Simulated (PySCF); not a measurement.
Screening by computed properties: pick the candidate that meets the target.

Species are written as SMILES; each is one conformer at its optimised geometry, gas phase, non-relativistic unless stated; the electronic structure was computed with PySCF and density fitting.

The conformers computed, where there is a choice (atom-mapped SMILES and torsion angles):
- `[CH:1]#[C:2][SiH:3][CH2:4][Si@@H:5]([F:6])[NH:7][CH3:8]`: C2–Si3–C4–Si5 -77°, Si3–C4–Si5–F6 -73°, C4–Si5–N7–C8 -172°
- `[NH2:1][Si@H:2]1[C:3]=[CH:4][C:5]([F:6])=[CH:7]1`: H–N1–Si2–C3 -56°, H–N1–Si2–C3 85°
- `[CH:1]#[C:2][SiH2:3][CH2:4][Si@@H:5]([F:6])[N:7][CH3:8]`: C2–Si3–C4–Si5 -176°, Si3–C4–Si5–F6 51°, C4–Si5–N7–C8 81°
- `[CH2:1]/[C:2]([CH2:3][OH:4])=[C:5](/[Cl:6])[CH:7]=[O:8]`: C1–C2–C3–O4 67°, C2–C5–C7–O8 -1°, H–O4–C3–C2 63°
- `[CH3:1][CH2:2][CH2:3][Si:4]([CH3:5])[CH3:6]`: C1–C2–C3–Si4 179°, C2–C3–Si4–C5 -179°

**Question.** Wanted: smallest rotational constant below 0.8 GHz (GFN2-xTB) and isotropic g value above 2.005 (unrestricted B3LYP/pcH-1, mean-field spin–orbit), at GFN2-xTB geometries. Which candidate meets both?
A. `C#C[SiH]C[Si@@H](F)NC` [radical]
B. `[CH2]/C(CO)=C(/Cl)C=O` [radical]
C. `CCC[Si](C)C` [radical]
D. `C#C[SiH2]C[Si@@H](F)[N]C` [radical]
E. `C1=C(F)C=[C][Si@@H]1N` [radical]

**Answer.** D. Computed values:
```csv
species,smallest rotational constant,isotropic g value
C#C[SiH2]C[Si@@H](F)[N]C [radical],0.528 GHz,2.00578
C#C[SiH]C[Si@@H](F)NC [radical],0.725 GHz,2.00312
[CH2]/C(CO)=C(/Cl)C=O [radical],0.892 GHz,2.00627
CCC[Si](C)C [radical],1.115 GHz,2.00333
C1=C(F)C=[C][Si@@H]1N [radical],1.269 GHz,2.00236
```
